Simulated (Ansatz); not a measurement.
CH2Cl (SMILES [CH2]Cl) moved off its minimum; all values from Ansatz (a quantum-chemistry and plane-wave program), cores frozen in correlated methods. Open shells are unrestricted.
(charge 0, multiplicity 2)
```xyz
4

C     -1.08751     0.01477     0.04013
Cl     0.55099     0.02608     0.03070
H     -1.71629     0.94276    -0.06146
H     -1.62622    -0.91042     0.05185
```

Q: Give the forces (eV/Å), the total energy and the dipole at CCSD(T)/aug-cc-pV(T+d)Z.

A: 
| atom | Fx | Fy | Fz |
|---|---|---|---|
| C1 | -2.889 | 1.227 | -0.137 |
| Cl2 | 1.533 | 0.130 | -0.024 |
| H3 | 1.221 | -0.893 | 0.126 |
| H4 | 0.135 | -0.465 | 0.035 |
Energy -498.9040 hartree, dipole 0.89 D.
